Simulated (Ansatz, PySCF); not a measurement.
Bi(Cl)3 anion (BiCl₃), SMILES [Cl][Bi]([Cl])[Cl] (connectivity only; charge and spin as stated), charge -1, multiplicity 2. Atoms are numbered in the order given.

```xyz
4

Bi     0.0017     0.0018     0.0000
Cl    -0.6732    -2.5707     0.0000
Cl     2.5667     0.7036     0.0000
Cl    -1.8890     1.8721     0.0000
```
Charge -1, spin multiplicity 2.

Coordinates come from a PBE0-D3(BJ)/def2-SVPD optimisation. The spin state was assumed, not searched. The isomer is the one that the SMILES or the coordinates give; other isomers of the formula were not compared. The def2 effective core potentials stand for the cores of Bi; spin–orbit coupling is left out.

Two levels are set side by side: PBE-D3(BJ)/def2-SVPD (Ansatz, a quantum-chemistry and plane-wave program) and PBE0-D3(BJ)/def2-SVPD (Ansatz). Each level has its own optimised geometry; the coordinates shown are those of the second. Frequencies come from the Hessian of PySCF at each geometry. Differences are taken from unrounded values.

```json
[
 {"quantity": "mean bond length (Å)", "PBE0-D3(BJ)": "2.659"},
 {"quantity": "bond Bi1–Cl2 (Å)", "PBE0-D3(BJ)": "2.660"},
 {"quantity": "bond Bi1–Cl3 (Å)", "PBE0-D3(BJ)": "2.659"},
 {"quantity": "bond Bi1–Cl4 (Å)", "PBE0-D3(BJ)": "2.659"},
 {"quantity": "highest harmonic wavenumber (cm⁻¹)", "PBE0-D3(BJ)": "258"},
 {"quantity": "mean harmonic wavenumber (cm⁻¹)", "PBE0-D3(BJ)": "141"},
 {"quantity": "zero-point energy (kcal/mol)", "PBE0-D3(BJ)": "1.21"}
]
```

**Question.** What does PBE-D3(BJ) give, and how far is it from PBE0-D3(BJ)? (The exact figures need the calculation; the answer reports its results.)

**Answer.** 
```tsv
quantity	PBE-D3(BJ)	PBE-D3(BJ) minus PBE0-D3(BJ)
mean bond length (Å)	2.679	0.019
bond Bi1–Cl2 (Å)	2.679	0.019
bond Bi1–Cl3 (Å)	2.679	0.020
bond Bi1–Cl4 (Å)	2.679	0.019
highest harmonic wavenumber (cm⁻¹)	247	-11
mean harmonic wavenumber (cm⁻¹)	138	-3
zero-point energy (kcal/mol)	1.18	-0.03
```

Exact exchange shortens and stiffens bonds; PBE has none. Differences between two approximate levels are no errors against the true value.
